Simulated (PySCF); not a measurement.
## Cu(2+) (copper, charge +2) across methods

[Ar] 3d8 4s1, 4s spin antiparallel (an excited configuration). Computed with PySCF 2.14 in aug-cc-pVTZ-DK (8s7p5d3f2g, 93 functions), with the spin-free X2C one-electron Hamiltonian (Gaussian nucleus).

```
method  E (hartree)  mean ε 3d α (eV)  mean ε 3d β (eV)  mean ε 4s β (eV)  Σ⟨r²⟩ (bohr²)   ⟨S²⟩
   PBE    -1653.187           -37.379           -35.810           -24.970          18.74  1.752
  PW91    -1653.588           -37.482           -35.954           -25.082          18.72  1.752
 B97-3    -1653.292           -40.810           -38.961           -25.713          18.64  1.751
r2SCAN    -1653.426           -37.933           -36.414           -25.287          18.65  1.753
   LDA    -1650.509           -37.732           -35.940           -25.307          18.69  1.752
   UHF  -1652.04813           -49.406           -46.686           -27.874          18.73  1.754
  PBE0    -1653.211           -40.610           -38.772           -25.846          18.67  1.752
M06-2X    -1653.487           -44.178           -41.844           -26.659          18.68  1.751
```

(1) Estimate the same row for wB97M-V.

With the s spin flipped the determinant is a mixture of two multiplicities, not a spectroscopic state.

Results:

(1) E (hartree) = -1653.321; mean ε 3d α (eV) = -43.070; mean ε 3d β (eV) = -41.326; mean ε 4s β (eV) = -28.053; Σ⟨r²⟩ (bohr²) = 18.73; ⟨S²⟩ = 1.752.
